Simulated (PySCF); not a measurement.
In(F)(Et)(OH) (C2H6FInO), SMILES [OH][In]([CH2]C)[F].

Coordinates come from a r2SCAN-D4/def2-SVP optimisation. The def2 effective core potentials stand for the cores of In; spin–orbit coupling is left out. The values are those of a single conformer.

Two levels are set side by side: TDA-PBE/def2-SVPD (PySCF) and TDA-LC-ωPBE/def2-SVPD (PySCF). Vertical, same geometry. The lowest singlet is HOMO−1→LUMO 99 % with PBE and HOMO−1→LUMO 72 %, HOMO−1→LUMO+3 13 % with the other functional; states are paired by order. Differences are taken from unrounded values.

| quantity | TDA-PBE |
|---|---|
| lowest singlet excitation (eV) | 4.75 |
| lowest triplet excitation (TDA) (eV) | 4.13 |
| first bright state (f over 0.05) (eV) | 5.18 |
| its oscillator strength | 0.12 |

### Question
These are the TDA-PBE values. What does TDA-LC-ωPBE give? (An estimate is asked for; the answer gives what the named calculation found.)

### Answer

| quantity | TDA-LC-ωPBE | TDA-PBE minus TDA-LC-ωPBE |
|---|---|---|
| lowest singlet excitation (eV) | 6.32 | -1.57 |
| lowest triplet excitation (TDA) (eV) | 5.08 | -0.95 |
| first bright state (f over 0.05) (eV) | 6.56 | -1.39 |
| its oscillator strength | 0.31 | -0.18 |

Functionals without exact exchange tend to place singlet excitations lower, as here. Differences between two approximate levels are no errors against the true value.

Rough cost on one machine, each run with all the roots and properties that it gave: TDA-LC-ωPBE against TDA-PBE about 3 times.
